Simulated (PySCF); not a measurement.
## Electron correlation in Pm³¹⁺ (promethium, charge +31)

Starting occupation: [Ar] 3d10 4s2. Calculation: PySCF 2.14, in an uncontracted even-tempered set (19 s from 1.2 bohr⁻², ratio 2.6; 15 p from 1.6 bohr⁻², ratio 2.6; 10 d from 1.6 bohr⁻², ratio 2.6; 6 f from 1.6 bohr⁻², ratio 2.8); X2C-1e with screened-nucleus spin-orbit coupling, Gaussian nucleus. Frozen: [Ar]; 12 electrons correlated; the 94 highest virtual spinors left out.

MP2 pair energies summed by pair of shells (mhartree):

```
       pair   energy  share (%)
3d3/2-3d5/2  -187.72       36.0
3d5/2-3d5/2  -132.24       25.3
4s1/2-4s1/2   -58.31       11.2
3d3/2-3d3/2   -56.92       10.9
3d5/2-4s1/2   -52.35       10.0
3d3/2-4s1/2   -34.12        6.5
```

Total MP2 correlation energy: -521.65 mhartree.

The virtual space was cut to 68 spinors, which keep -500.32 of the -521.65 mhartree of MP2 correlation.

```json
{"level": "CCSD", "correlation energy (mhartree)": "-499.23"}
{"level": "(T)", "correlation energy (mhartree)": "-0.96"}
{"level": "CCSD(T)", "correlation energy (mhartree)": "-500.19"}
```

Diagnostics: T1 = 0.00025, largest double amplitude 0.067.

Cost of the coupled-cluster step: of the order of 2.2 core-minutes, for 12 occupied and 68 virtual spinors.

Iterations:

```
Init t2, MP2 energy = -0.500321413646548
CCSD nocc = 12, nmo = 80
Init t2, MP2 energy = -0.500321413646548
Init E_corr(GCCSD) = -0.500321413646548
cycle = 1  E_corr(GCCSD) = -0.496774081153619  dE = 0.00354733249  norm(t1,t2) = 0.0130564
cycle = 2  E_corr(GCCSD) = -0.498647299893665  dE = -0.00187321874  norm(t1,t2) = 0.00392253
cycle = 3  E_corr(GCCSD) = -0.499232969165924  dE = -0.000585669272  norm(t1,t2) = 0.00124991
cycle = 4  E_corr(GCCSD) = -0.499233864717283  dE = -8.9555136e-07  norm(t1,t2) = 7.74297e-05
cycle = 5  E_corr(GCCSD) = -0.499231143299062  dE = 2.72141822e-06  norm(t1,t2) = 3.74139e-06
cycle = 6  E_corr(GCCSD) = -0.499231418780176  dE = -2.75481114e-07  norm(t1,t2) = 1.85269e-07
cycle = 7  E_corr(GCCSD) = -0.499231417927442  dE = 8.52733495e-10  norm(t1,t2) = 4.02298e-09
GCCSD converged
E(GCCSD) = -9506.81931352999  E_corr = -0.4992314179274424
```

The coupled-cluster values are those of the cut space; adding the MP2 remainder, -21.33 mhartree, estimates the full space.

At this charge the one-electron X2C treatment keeps the bare 1/r₁₂, with no two-electron picture change or Breit term. The effect here is smaller than on the frozen 1s shell.
